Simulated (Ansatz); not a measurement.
The cluster Pb₂S₃, relaxed as a singlet with RKS r2SCAN-D4/def2-SVP in Ansatz, starting from the GFN1-xTB geometry. Force threshold 0.02 eV/Å.

In the def2 sets Pb takes a core potential; there is no spin–orbit coupling. The structure comes from a short search, and lower isomers may exist.

Start:

Cartesian coordinates in Å:
```
Pb -1.8631 -0.3726 0.1703
Pb 2.3761 0.4862 -0.1703
S -1.2350 -0.3196 2.4641
S 0.5705 -0.9501 -1.2505
S 0.1515 1.1560 -1.2136
```

```
step  energy (eV)  largest force component (eV/Å)  SCF passes
   1  -42998.0188                           1.011          21
   2  -42998.2491                           0.488          28
   3  -42998.4104                           0.575          27
   4  -42998.6472                           0.734          27
   5  -42998.9918                           0.923          28
   6  -42999.4390                           1.027          27
   7  -42999.9608                           0.934          26
   8  -43000.2194                           0.623          27
   9  -43000.2374                           0.413          20
  10  -43000.2595                           0.105          21
  11  -43000.2612                           0.008          23
```

Force components are those of the run's own axes.

End:

```csv
atom,x (Å),y (Å),z (Å)
Pb1,-1.783,-0.357,0.009
Pb2,1.646,0.312,0.709
S3,-0.418,-0.138,2.182
S4,0.489,-0.964,-1.476
S5,0.067,1.148,-1.424
```

Bonds formed: Pb2–S3 (atoms count from 1). The end is the same structure that another start reached, the lowest one found.

No frequencies were taken in this run, so the end may be a saddle point.

It took 22 s on 4 threads of Arm Neoverse V2 on a shared host.
